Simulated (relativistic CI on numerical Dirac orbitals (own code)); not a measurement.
# One change at a time: Yb XLIX

Base calculation: Dirac-Coulomb-Breit CI, KLI orbitals optimised for each configuration, QED by a radiative potential, unscaled Slater integrals.

Configurations in the expansion (outside the closed core [Ne]): 3s²3p⁶3d⁴, 3s²3p⁵3d⁵, 3s3p⁶3d⁵, 3s²3p⁶3d³4s, 3s²3p⁶3d³4p, 3s²3p⁶3d³4d, 3s²3p⁵3d⁴4s, 3s²3p⁶3d³4f, 3s3p⁶3d⁴4s, 3p⁶3d⁵4p, 3p⁶3d⁶, 3p⁵3d⁷, 3p⁵3d⁶4s, 3p⁶3d⁵4s, 3p⁵3d⁵4s², 3s²3p⁶3d²4s², 3s²3p⁶3d4s²4p, 3s²3p⁶3d4s²4d. Double excitations out of closed p, d and f shells are left out; levels of such configurations are missing from the list, as are those of other unlisted configurations, and high levels can miss mixing partners.

Variants: (1) one mean potential for all configurations. Shifts of the energy above 3s²3p⁶3d⁴ ³P0, in cm⁻¹, for the lowest level and the first level of each name with at least 55 % of one term (blank where a level changes its place among those of its configuration and J or its character, or is not in the variant):

| Level | Base | Δ(1) |
| --- | --- | --- |
| 3s²3p⁶3d⁴ ³P0 | 0 | 0 |
| 3s²3p⁶3d⁴ ⁵D1 | 379722 | +134 |
| 3s²3p⁶3d⁴ ⁵D0 | 829176 | +258 |
| 3s²3p⁶3d⁴ ³H5 | 894483 | +262 |
| 3s²3p⁶3d⁴ ³G4 | 961272 | +255 |
| 3s²3p⁶3d⁴ ³G5 | 1357748 | +390 |
| 3s²3p⁶3d⁴ ¹S0 | 1514530 | +329 |
| 3s²3p⁶3d⁴ ¹G4 | 1565795 | +352 |

At this charge energies of transitions that change n are usually good to better than 1 %, and those within a shell (Δn = 0) to a few per cent.

Ionisation energy from the two ground configurations alone: base 4237.7 eV. The NIST ASD value (theoretical) is 4238 eV.

LS names give the leading component of a level, which can be under half, so a name can repeat, a term be missing and a line seem to break the LS rules.
